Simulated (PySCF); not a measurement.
SiF2ClBr, SMILES Br[Si](Cl)(F)F.

Coordinates come from a PBE0-D3(BJ)/def2-SVP optimisation. The structure was generated by enumeration, and PubChem lists no compound with its InChIKey, so it may never have been made.

Method: PySCF with PBE/def2-TZVP.

Isolated molecule, no solvent.

The total energy is -3522.97982 hartree and the point group comes out as Cs. The highest occupied level is -8.03 eV, the lowest empty level comes out as -1.54 eV and the orbital gap comes out as 6.48 eV. The dipole moment is 0.89 D and the quadrupole, principal values (traceless, Buckingham form, about the centre of nuclear charge) is -2.39, -1.03, 3.42 D·Å. The mean static polarisability is 52.6 bohr³ (7.80 Å³) and the polarisability, principal values comes out as 42.8, 49.2, 66.0 bohr³.
